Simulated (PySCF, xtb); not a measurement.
C3H5BN2. Atoms are numbered in the order given.

```xyz
11

N     -0.0098    -2.1637     0.0000
B     -0.0379    -0.7691     0.0000
C     -1.2513     0.2295     0.0000
C     -0.6582     1.4513     0.0000
N      0.7991     1.4727     0.0000
C      1.2167     0.2439     0.0000
H      0.8567    -2.7041     0.0000
H     -0.8512    -2.7428     0.0000
H     -2.3407     0.0857     0.0000
H     -1.1539     2.4367     0.0000
H      2.3096     0.0590     0.0000
```

Geometry optimised at PBE-D3(BJ)/def2-SVP. This is a generated structure with no PubChem entry under its InChIKey; it may be hypothetical. Other conformers were not sampled.

These are IEF-PCM-PBE0/def2-SVP in PySCF 2.14.0 values and carry that method's errors.

The values are the electrostatic part of the solvation free energy, E(continuum) − E(gas) at the gas-phase geometry, in a cavity of scaled van der Waals radii (PySCF's table); cavitation and dispersion terms are not included. In vacuum the orbital gap is 4.57 eV. The dipole moment in vacuum is 4.00 D.

```
solvent                ε  ΔG(elec) (kcal/mol)  dipole (D)  gap (eV)
-----------------  -----  -------------------  ----------  --------
water              78.36                 -7.7        5.29      4.64
dimethylsulfoxide  46.83                 -7.6        5.27      4.64
cyclohexanone      15.62                 -7.1        5.18      4.63
```

For comparison, GFN2-xTB/ALPB(water) (xtb, at the GFN2-xTB geometry, all terms of that model) gives -7.3 kcal/mol.
